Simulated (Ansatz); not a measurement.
```yaml
crystal:
  periodic: [false, false, false]
  atoms:
    - {symbol: W, position_ang: [0.019874, 1.677897, 2.237974]}
    - {symbol: W, position_ang: [0.309360, 2.687411, 0.245278]}
    - {symbol: W, position_ang: [0.032766, 0.451592, 0.272448]}
basis:
  gaussian: {orbitals: def2-TZVP}
hamiltonian: {xc: {name: wPBEh}}
scf: {lower_state_search: off}
output: {forces: true}
```

```sh
$ ansatz run in.yaml --threads 4 --pin off --events-out ev --progress --plain --max-ram 3916MiB
```

It prints (some lines left out):

```
Functional definition: wPBEh
1116 factors; integrals over basis functions are off by at most 5.3e-4 eV
84 factors; integrals over basis functions are off by at most 2.0e-6 eV
mean field evaluation 1: about -5456.1496 eV, gradient 8.0e1 eV
mean field evaluation 2: about -5310.9879 eV, gradient 2.5e2 eV
mean field evaluation 4: about -5463.0301 eV, gradient 6.1e1 eV
mean field evaluation 8: about -5470.0292 eV, gradient 6.8e0 eV
mean field evaluation 16: about -5470.2783 eV, gradient 1.2e-2 eV
mean field evaluation 32: about -5470.2783 eV, gradient 1.7e-6 eV
mean field -5470.27834448 eV, -201.0290212717 hartree, gradient 1.7e-6 eV, S^2 0.000000; 0 other end points of the search recorded, 0 dependent functions left out
reference -5470.27837526 eV, -201.0290224028 hartree; 21, 21 occupied and 99, 99 virtual orbitals, 1116 factors
Total energy: -5470.27837526 eV, -201.0290224028 hartree
Atom 0 at     0.019874     1.677897     2.237974 Å, force     0.113835     1.226176     0.440568 eV/Å
Atom 1 at     0.309360     2.687411     0.245278 Å, force    -0.238324    -1.364619     0.852881 eV/Å
Atom 2 at     0.032766     0.451592     0.272448 Å, force     0.124489     0.138443    -1.293448 eV/Å
Dipole moment:     0.008178     0.047099    -0.028867 e Å
Checks for a lower state left out: stability, starts, cluster_reference, orbital_swaps, neighbouring_geometries, increment
```

Hardware: 4 threads of Arm Neoverse V2 on a shared host. Wall time 2.2 s.

In the def2 sets W takes a core potential; there is no spin–orbit coupling. A triplet lies near this restricted singlet, and broken spin symmetry wasn't tried.
